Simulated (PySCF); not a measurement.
**Adding and removing an electron: SI**

UHF-CCSD(T); PySCF, scalar-relativistic core potentials, basis sets S cc-pV(D+d)Z, I cc-pVDZ-PP with ECP28. Neutral (UHF): doublet (π ↑), Re = 2.378 Å, ωe = 366 cm⁻¹, De = 1.69 eV.

SI⁺ (UHF): triplet (π ↑↑), Re = 2.273 Å, ωe = 436 cm⁻¹, De = 2.76 eV to S⁺ + I. The energies at the minima are -692.42504 hartree for SI and -692.11010 for SI⁺.

(1) Work out the adiabatic ionisation energy, without and with harmonic zero-point energies (1 hartree = 27.2114 eV, 1 eV = 8065.5 cm⁻¹), and the change of the bond length.

Correlated steps freeze 9 core orbitals. Correlated levels converge slowly with the basis: in double zeta they bind strong bonds too weakly, by up to about 1 eV, and carry superposition errors of some tenths. Spin–orbit coupling is left out, which matters for elements this heavy, above all for dissociation energies. For an ion De counts to the pair picked by the measured ionisation energies or electron affinities, which need not be the lowest pair at this level. States were picked by a PBE0 search and need not be the measured ground states.

Answers

(1) At UHF-CCSD(T): 0.31494 hartree = 8.570 eV between the minima; the zero-point term (436.0 − 366.0)/2 cm⁻¹ = +0.004 eV makes it 8.574 eV. Re changes by -10.5 pm against the neutral. The electron leaves a π orbital, and the shorter bond of the ion fits an antibonding orbital, or a change in how ionic the bond is.
